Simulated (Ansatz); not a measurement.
One change: `C[SiH2][S][GaH2]` becomes `C=CS[SiH2]C`.

Ansatz, PBE0-D4/def2-TZVP geometries, multiplicity 1. Each molecule was computed in one conformer, which needn't be the lowest.

Scalar relativity is left out up to krypton.

```json
{"property": "zero-point energy (PBE0-D4/def2-TZVP) / kJ/mol", "`C[SiH2][S][GaH2]`": "183.5"}
{"property": "LUMO energy (ωB97M-V/def2-TZVPP) / eV", "`C[SiH2][S][GaH2]`": "0.08"}
{"property": "HOMO energy (PBE0/def2-TZVPP) / eV", "`C[SiH2][S][GaH2]`": "-7.53"}
{"property": "LUMO energy (B3LYP/def2-TZVPP) / eV", "`C[SiH2][S][GaH2]`": "-1.85"}
{"property": "size of the dipole moment (B3LYP/def2-TZVPP) / D", "`C[SiH2][S][GaH2]`": "1.47"}
{"property": "size of the dipole moment (ωB97M-V/def2-TZVPP) / D", "`C[SiH2][S][GaH2]`": "1.52"}
```

(1) Give the same properties after the change, and the shifts. (An estimate is asked.)

Results:

(1) The calculation gave: 
```tsv
property	`C=CS[SiH2]C`	shift
zero-point energy (PBE0-D4/def2-TZVP) / kJ/mol	257.3	73.8
LUMO energy (ωB97M-V/def2-TZVPP) / eV	1.74	1.66
HOMO energy (PBE0/def2-TZVPP) / eV	-6.57	0.96
LUMO energy (B3LYP/def2-TZVPP) / eV	-0.43	1.42
size of the dipole moment (B3LYP/def2-TZVPP) / D	1.04	-0.43
size of the dipole moment (ωB97M-V/def2-TZVPP) / D	1.01	-0.51
```

With PBE0 the HOMO rises by 0.96 eV and the LUMO rises by 1.38 eV, so the gap widens by about 0.42 eV. PBE moves the HOMO by 0.92 eV and ωB97M-V by 0.99 eV. The zero-point energy changes by 73.8 kJ/mol with +6 modes. Dipoles are sizes alone; their direction can turn.

B3LYP here is the variant with VWN-RPA as its local correlation; programs differ in this.
